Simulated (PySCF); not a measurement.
# Property card for Me3Si(SMe) (`CS[Si](C)(C)C`)

Compound: Me3Si(SMe), C4H12SSi.
Numbering: `[CH3:1][S:2][Si:3]([CH3:4])([CH3:5])[CH3:6]` (hydrogens: H7, H8, H9 on C1; H10, H11, H12 on C4; H13, H14, H15 on C5; H16, H17, H18 on C6)

Cartesian coordinates in Å at the PBE0-D3(BJ)/def2-SVP level; atoms count from 1:
```
atom  x, y, z in Å
C1     2.6405    0.0352    0.0528
S2     1.3933    0.4146    1.3255
Si3   -0.4350    0.0687    0.2312
C4    -0.4858   -1.7010   -0.3995
C5    -1.7957    0.3804    1.4829
C6    -0.5640    1.2636   -1.2141
H7     2.5878   -1.0158   -0.2646
H8     2.5392    0.6914   -0.8234
H9     3.6245    0.2127    0.5071
H10   -1.4349   -1.8978   -0.9246
H11   -0.3971   -2.4138    0.4345
H12    0.3328   -1.9001   -1.1085
H13   -2.7859    0.2420    1.0199
H14   -1.7139   -0.3141    2.3330
H15   -1.7412    1.4080    1.8740
H16    0.2532    1.1143   -1.9369
H17   -0.5204    2.3048   -0.8600
H18   -1.5151    1.1198   -1.7526
```

**PBE0-D3(BJ)/def2-SVP geometry optimisation, gas phase (PySCF)**

| Item | Value |
| --- | --- |
| Rotational constants A, B, C | 2.684, 1.583, 1.470 GHz |

From CAM-B3LYP/def2-SVPD ground state, ΔSCF and vertical TDDFT (core frozen in the response) (PySCF):

| Quantity | Value |
| --- | --- |
| Dipole moment | 1.83 D |
| HOMO energy | -7.84 eV |
| LUMO energy | 1.05 eV |
| HOMO–LUMO gap | 8.89 eV |
| Lowest singlet excitation | 5.68 eV (218 nm, f = 0.003) |
| Lowest triplet excitation (Tamm–Dancoff) | 5.27 eV |
| Static isotropic polarisability | 97.0 au |
| Vertical ionisation energy | 8.61 eV |
| Electronic spatial extent ⟨r²⟩ about the centre of nuclear charge | 1050 bohr² |

**PBE0/pcSseg-1 ground state and GIAO shieldings, non-relativistic (PySCF)**

| Item | Value |
| --- | --- |
| Lowest Hirshfeld atomic charge | -0.22 e on C4/C6 |
| Highest Hirshfeld atomic charge | +0.38 e on Si3 |
| 13C chemical shifts (computed TMS as zero) by class | 12.1 (C1), -0.3 (C4/C5/C6) ppm |
| 1H chemical shifts (computed TMS as zero) by class | 1.84 (H7/H8/H9), 0.20 (H10/H11/H12/H13/H14/H15/H16/H17/H18) ppm |
| Isotropic shieldings of nuclei other than C and H, by class | 331 (Si3), 674 (S2) ppm |
| Mayer bond orders between heavy atoms | C1–S2 1.00, S2–Si3 0.98, Si3–C4 0.97, Si3–C5 0.98, Si3–C6 0.97 |

Monoisotopic mass from the formula: 120.0429 u.

The rotational constants make it an asymmetric top with κ = (2B − A − C)/(A − C) = -0.81, nearer the prolate limit (−1). S1 lies 3.21 eV below the HOMO–LUMO gap; its leading configuration is HOMO→LUMO+1, weight 0.51, beside HOMO→LUMO, weight 0.31. The ΔSCF ionisation energy exceeds −ε(HOMO) by 0.77 eV with CAM-B3LYP. The largest Löwdin shares of the HOMO are 0.70 on S2, 0.10 on C1 and 0.07 on Si3. No computed singlet falls in the visible range (750 to 380 nm, 1.65 to 3.26 eV); S1 lies 2.42 eV above its blue end. With B = h/(8π²I), that is 505.379 GHz u Å² over I, the principal moments of inertia are 188.3, 319.2 and 343.7 u Å² (most abundant isotopes); the inertial defect Ic − Ia − Ib is -163.8 u Å² (zero for a rigid planar frame, negative otherwise). The principal polarisabilities are 89.7, 94.2 and 107.1 au; their mean is the isotropic value.

Geometry: PBE0-D3(BJ)/def2-SVP; no solvent or vibrations. NMR classes are plain means over equivalent atoms (diastereotopic ones count apart unless rotation or inversion swaps them), as if these changed places fast; in this geometry the members of some classes differ.
